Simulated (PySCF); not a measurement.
# Exact mass, isotope pattern and composition

Species: `[SiH3][Si@H]1C[SiH2]O1`.

Calculated for natural abundance.

Q: Molar mass and exact mass?

A: For CH8OSi3, with standard atomic weights, 3 × 28.085 + 1 × 12.011 + 1 × 15.999 + 8 × 1.008 = 120.329 g/mol. From the most abundant isotopes (28Si, 12C, 16O, 1H), 3 × 27.976927 + 1 × 12.000000 + 1 × 15.994915 + 8 × 1.007825 = 119.9883 u.

Q: Work out the cluster of the molecular ion M+•, one line a nominal mass.

A: 
| nominal mass | m/z (centroid) | relative intensity |
| --- | --- | --- |
| 120 | 119.9877 | 100.0 |
| 121 | 120.9876 | 16.4 |
| 122 | 121.9850 | 11.2 |
| 123 | 122.9849 | 1.2 |
| 124 | 123.9822 | 0.4 |

Lines under 0.1 % of the tallest are left out. One electron mass, 0.00055 u, is taken off. Abundances used (%; other tables differ somewhat): 28Si 92.2297, 29Si 4.6832, 30Si 3.0872; 12C 98.93, 13C 1.07; 16O 99.757, 17O 0.038, 18O 0.205; 1H 99.9885, 2H 0.0115.

Q: What share of all molecules is the monoisotopic species?

A: 0.922297^3 × 0.9893 × 0.99757 × 0.999885^8 = 77.35 %.

Q: Which m/z would the protonated, sodiated and deprotonated molecule have?

A: [M+H]+ 120.9956, [M+Na]+ 142.9775, [M−H]− 118.9810, for the monoisotopic species (arithmetic only; whether such ions form is another matter).

Q: What resolving power m/Δm just matches the spacing of the species with one 29Si and with one 13C?

A: They lie 0.00379 u apart at mass 120.99, so m/Δm is about 32000.
